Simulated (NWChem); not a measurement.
Molecule: CH₄F₂Ge; SMILES [CH3][GeH]([F])[F]

Results from NWChem. All runs use the structure optimised with PBE0/def2-SVP. Ions are spin-unrestricted doublets at the neutral geometry; other ion states weren't tried.

Q: What does the run give for PBE0/def2-SVP? Quantities: vertical ionisation energy, ΔSCF (eV); −ε(HOMO) (eV).

A: The vertical ionisation energy, ΔSCF (eV) is 11.73 and the −ε(HOMO) (eV) is 9.38.
